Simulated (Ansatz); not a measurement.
One change: `CC(C)[O][Mg][OH]` becomes `CC(C)[O][AlH][F]`.

Ansatz, PBE0-D4/def2-TZVP geometries, multiplicity 1. Each molecule was computed in one conformer, which needn't be the lowest.

| property | `CC(C)[O][Mg][OH]` |
| --- | --- |
| LUMO energy (B3LYP/def2-TZVPP) / eV | -1.34 |
| LUMO energy (PBE/def2-TZVPP) / eV | -1.78 |
| HOMO–LUMO gap (ωB97M-V/def2-TZVPP) / eV | 9.75 |
| HOMO energy (ωB97M-V/def2-TZVPP) / eV | -9.52 |
| HOMO–LUMO gap (B3LYP/def2-TZVPP) / eV | 5.56 |
| HOMO–LUMO gap (PBE0/def2-TZVPP) / eV | 6.07 |

Give the same properties after the change, and the shifts. (Best estimate.)

Ansatz gave: 
| property | `CC(C)[O][AlH][F]` | shift |
| --- | --- | --- |
| LUMO energy (B3LYP/def2-TZVPP) / eV | -0.65 | 0.69 |
| LUMO energy (PBE/def2-TZVPP) / eV | -1.18 | 0.60 |
| HOMO–LUMO gap (ωB97M-V/def2-TZVPP) / eV | 11.78 | 2.03 |
| HOMO energy (ωB97M-V/def2-TZVPP) / eV | -10.67 | -1.15 |
| HOMO–LUMO gap (B3LYP/def2-TZVPP) / eV | 7.41 | 1.85 |
| HOMO–LUMO gap (PBE0/def2-TZVPP) / eV | 7.87 | 1.80 |

With PBE0 the HOMO falls by 1.17 eV and the LUMO rises by 0.62 eV, so the gap widens by about 1.79 eV. PBE moves the HOMO by -1.15 eV and ωB97M-V by -1.15 eV.

Positive LUMOs are unbound, so they and the gaps depend on the basis.

B3LYP here is the variant with VWN-RPA as its local correlation; programs differ in this.
